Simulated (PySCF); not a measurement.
C3H9Al, charge +1, doublet (typed; the unrestricted solution is spin-contaminated), at a GFN2-xTB geometry (such geometries of metal compounds can be far from the true shape) (a state made from the parent by changing its charge; the spin is typed, not shown lowest), with bond 12-10 at 2.0 times its length; B3LYP/STO-3G in PySCF.

Here is a job for PySCF.
```python
from pyscf import gto, scf, dft

mol = gto.Mole()
mol.atom = '''
    Al   -0.110175   -0.117534   -0.006664
    C    -1.509583   -1.500850   -0.154852
    H    -1.724622   -1.733589   -1.206106
    H    -2.450018   -1.171247    0.305320
    H    -1.197638   -2.428236    0.344190
    C     0.070744    1.678500   -0.955819
    H     1.080283    1.766114   -1.366181
    H    -0.108987    2.475854   -0.230903
    H    -0.675640    1.713043   -1.751181
    C     1.585279   -0.022341    1.120249
    H     1.643105    0.958654    1.599901
    H     3.310425   -0.315447   -0.189533
    H     1.539300   -0.815604    1.868766
'''
mol.basis = 'sto-3g'
mol.charge = 1
mol.spin = 1
mol.verbose = 4
mol.build()

mf = dft.UKS(mol)
mf.xc = 'b3lyp'
mf.level_shift = 1.0
mf.max_cycle = 100
mf.kernel()
```

Q: What does PySCF print? Leave out banner, timings and long lists.

A: 
```
PySCF version 2.14.0

[INPUT] verbose = 4
[INPUT] num. atoms = 13
[INPUT] num. electrons = 39
[INPUT] charge = 1
[INPUT] spin (= nelec alpha-beta = 2S) = 1
[INPUT] symmetry False subgroup None
[INPUT] Mole.unit = angstrom
[INPUT] Symbol           X                Y                Z      unit          X                Y                Z       unit  Magmom
[...]
nuclear repulsion = 146.272271924861
number of shells = 23
number of NR pGTOs = 99
number of NR cGTOs = 33
basis = sto-3g
ecp = {}

******** <class 'pyscf.dft.uks.UKS'> ********
method = UKS
initial guess = minao
damping factor = 0
level_shift factor = 1.0
DIIS = <class 'pyscf.scf.diis.CDIIS'>
diis_start_cycle = 1
diis_space = 8
diis_damp = 0
SCF conv_tol = 1e-09
SCF conv_tol_grad = None
SCF max_cycles = 100
direct_scf = True
direct_scf_tol = 1e-13
number electrons alpha = 20  beta = 19
XC library pyscf.dft.libxc version 7.1.2
    S. Lehtola, C. Steigemann, M. J. T. Oliveira, and M. A. L. Marques,  SoftwareX 7, 1–5 (2018)
XC functionals = b3lyp
    P. J. Stephens, F. J. Devlin, C. F. Chabalowski, and M. J. Frisch,  J. Phys. Chem. 98, 11623 (1994)
radial grids:
    Treutler-Ahlrichs [JCP 102, 346 (1995); DOI:10.1063/1.469408] (M4) radial grids

becke partition: Becke, JCP 88, 2547 (1988); DOI:10.1063/1.454033
pruning grids: <function nwchem_prune>
grids dens level: 3
symmetrized grids: False
atomic radii adjust function: <function treutler_atomic_radii_adjust>
small_rho_cutoff = 0
Set gradient conv threshold to 3.16228e-05
tot grids = 149808
init E= -357.207092014093

cycle= 1 E= -357.289516319899  delta_E= -0.0824  |g|= 0.342  |ddm|= 2.75
cycle= 2 E= -357.386317311274  delta_E= -0.0968  |g|= 0.113  |ddm|= 0.398
cycle= 3 E= -357.398189701525  delta_E= -0.0119  |g|= 0.0737  |ddm|= 0.136
cycle= 4 E= -357.403202755512  delta_E= -0.00501  |g|= 0.0519  |ddm|= 0.0813
cycle= 5 E= -357.405854818985  delta_E= -0.00265  |g|= 0.038  |ddm|= 0.0575
cycle= 6 E= -357.407433205978  delta_E= -0.00158  |g|= 0.0289  |ddm|= 0.0421
cycle= 7 E= -357.408453784317  delta_E= -0.00102  |g|= 0.0242  |ddm|= 0.0333
cycle= 8 E= -357.409294442248  delta_E= -0.000841  |g|= 0.0212  |ddm|= 0.0309
cycle= 9 E= -357.409927638747  delta_E= -0.000633  |g|= 0.0193  |ddm|= 0.024
cycle= 10 E= -357.410451609088  delta_E= -0.000524  |g|= 0.0179  |ddm|= 0.0209
cycle= 11 E= -357.41098000992  delta_E= -0.000528  |g|= 0.0172  |ddm|= 0.0221
cycle= 12 E= -357.411436481263  delta_E= -0.000456  |g|= 0.0167  |ddm|= 0.0193
[...]
cycle= 73 E= -357.423719945044  delta_E= -5.28e-07  |g|= 0.000767  |ddm|= 0.000796
cycle= 74 E= -357.423720367503  delta_E= -4.22e-07  |g|= 0.000745  |ddm|= 0.000715
cycle= 75 E= -357.423720738529  delta_E= -3.71e-07  |g|= 0.000702  |ddm|= 0.000631
cycle= 76 E= -357.423721050096  delta_E= -3.12e-07  |g|= 0.00067  |ddm|= 0.000582
cycle= 77 E= -357.423721279106  delta_E= -2.29e-07  |g|= 0.000691  |ddm|= 0.00058
cycle= 78 E= -357.423721512701  delta_E= -2.34e-07  |g|= 0.000666  |ddm|= 0.00051
cycle= 79 E= -357.423721716624  delta_E= -2.04e-07  |g|= 0.000641  |ddm|= 0.000465
cycle= 80 E= -357.42372189888  delta_E= -1.82e-07  |g|= 0.000615  |ddm|= 0.000437
cycle= 81 E= -357.423722058101  delta_E= -1.59e-07  |g|= 0.000591  |ddm|= 0.000412
cycle= 82 E= -357.423722201073  delta_E= -1.43e-07  |g|= 0.000564  |ddm|= 0.000381
cycle= 83 E= -357.423722299795  delta_E= -9.87e-08  |g|= 0.000583  |ddm|= 0.000423
cycle= 84 E= -357.423722410173  delta_E= -1.1e-07  |g|= 0.000562  |ddm|= 0.000345
cycle= 85 E= -357.423722504671  delta_E= -9.45e-08  |g|= 0.000546  |ddm|= 0.000322
cycle= 86 E= -357.423722588602  delta_E= -8.39e-08  |g|= 0.000529  |ddm|= 0.000301
cycle= 87 E= -357.423722665371  delta_E= -7.68e-08  |g|= 0.000509  |ddm|= 0.000274
cycle= 88 E= -357.423722735683  delta_E= -7.03e-08  |g|= 0.000486  |ddm|= 0.000257
cycle= 89 E= -357.423722789093  delta_E= -5.34e-08  |g|= 0.000479  |ddm|= 0.00026
cycle= 90 E= -357.423722848672  delta_E= -5.96e-08  |g|= 0.000453  |ddm|= 0.000234
cycle= 91 E= -357.423722877066  delta_E= -2.84e-08  |g|= 0.000469  |ddm|= 0.000269
cycle= 92 E= -357.423722907582  delta_E= -3.05e-08  |g|= 0.000474  |ddm|= 0.000249
cycle= 93 E= -357.423722932099  delta_E= -2.45e-08  |g|= 0.000481  |ddm|= 0.000239
cycle= 94 E= -357.423722957596  delta_E= -2.55e-08  |g|= 0.00048  |ddm|= 0.000218
cycle= 95 E= -357.423722994341  delta_E= -3.67e-08  |g|= 0.000459  |ddm|= 0.000201
cycle= 96 E= -357.423723045813  delta_E= -5.15e-08  |g|= 0.000409  |ddm|= 0.000168
cycle= 97 E= -357.423723101691  delta_E= -5.59e-08  |g|= 0.000339  |ddm|= 0.000155
cycle= 98 E= -357.423723134501  delta_E= -3.28e-08  |g|= 0.000303  |ddm|= 0.000137
cycle= 99 E= -357.423723163958  delta_E= -2.95e-08  |g|= 0.000265  |ddm|= 0.000124
cycle= 100 E= -357.423723187977  delta_E= -2.4e-08  |g|= 0.000233  |ddm|= 0.00011
SCF not converged.
SCF energy = -357.423723187977 after 100 cycles  <S^2> = 1.0478304  2S+1 = 2.2784472
```

Convergence was not reached.
